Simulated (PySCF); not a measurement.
PySCF input (M06-2X/LANL2DZ):

```python
from pyscf import gto, dft

mol = gto.M(
    atom='''
    Sn    0.00000000    0.00000000    0.00000000
    ''',
    basis='lanl2dz',
    ecp='lanl2dz',
    charge=1,
    spin=1,
    symmetry='D2h',
    verbose=4,
)

mf = dft.UKS(mol, xc='m062x')
mf.grids.level = 4
mf.conv_tol = 1e-9
mf.max_cycle = 100
mf.max_memory = 1500
mf.kernel()
if not mf.converged:
    mf = mf.newton()
    mf.kernel(mf.make_rdm1())
mf.dip_moment()
```

From the last part of the output:

```
alpha HOMO (B1u) = -0.464725703166771  LUMO (B2u) = -0.35338289283973
beta  HOMO (Ag) = -0.752273746434286  LUMO (B1u) = -0.197536965025997
  HOMO = -0.464725703167  LUMO = -0.35338289284  gap/eV = 3.02979
cycle= 2 E= -3.03638328790772  delta_E= -0.0388  |g|= 0.0244  |ddm|= 0.533
alpha HOMO (B1u) = -0.456239698194452  LUMO (B2u) = -0.311317219766496
beta  HOMO (Ag) = -0.70397098543008  LUMO (B1u) = -0.169921417026584
  HOMO = -0.456239698194  LUMO = -0.311317219766  gap/eV = 3.94354
cycle= 3 E= -3.03747921615679  delta_E= -0.0011  |g|= 0.00146  |ddm|= 0.103
alpha HOMO (B1u) = -0.454873594394239  LUMO (B2u) = -0.313564400877926
beta  HOMO (Ag) = -0.706306490265815  LUMO (B1u) = -0.169417202448458
  HOMO = -0.454873594394  LUMO = -0.313564400878  gap/eV = 3.84522
cycle= 4 E= -3.03748042282696  delta_E= -1.21e-06  |g|= 0.000101  |ddm|= 0.0035
alpha HOMO (B1u) = -0.454948573058535  LUMO (B2u) = -0.313320623641357
beta  HOMO (Ag) = -0.70604534419457  LUMO (B1u) = -0.169381502221311
  HOMO = -0.454948573059  LUMO = -0.313320623641  gap/eV = 3.85389
cycle= 5 E= -3.03748042428349  delta_E= -1.46e-09  |g|= 1.5e-05  |ddm|= 4.88e-05
alpha HOMO (B1u) = -0.454954212730851  LUMO (B2u) = -0.313313859320976
beta  HOMO (Ag) = -0.706038418311006  LUMO (B1u) = -0.169384156290534
  HOMO = -0.454954212731  LUMO = -0.313313859321  gap/eV = 3.85423
cycle= 6 E= -3.03748042441376  delta_E= -1.3e-10  |g|= 9.33e-06  |ddm|= 1.77e-05
alpha HOMO (B1u) = -0.454962717047913  LUMO (B2u) = -0.313301180562009
beta  HOMO (Ag) = -0.706025206340658  LUMO (B1u) = -0.169387068631776
  HOMO = -0.454962717048  LUMO = -0.313301180562  gap/eV = 3.85481
Extra cycle  E= -3.03748042449262  delta_E= -7.89e-11  |g|= 1.13e-06  |ddm|= 2.33e-05
converged SCF energy = -3.03748042449262  <S^2> = 0.75000015  2S+1 = 2.0000001

WARN: System has nonzero charge 1; the dipole moment is origin-dependent.
Location of origin: [0. 0. 0.]

Dipole moment(X, Y, Z, Debye):  0.00000,  0.00000,  0.00000
```

The dipole moment of an ion depends on the origin.
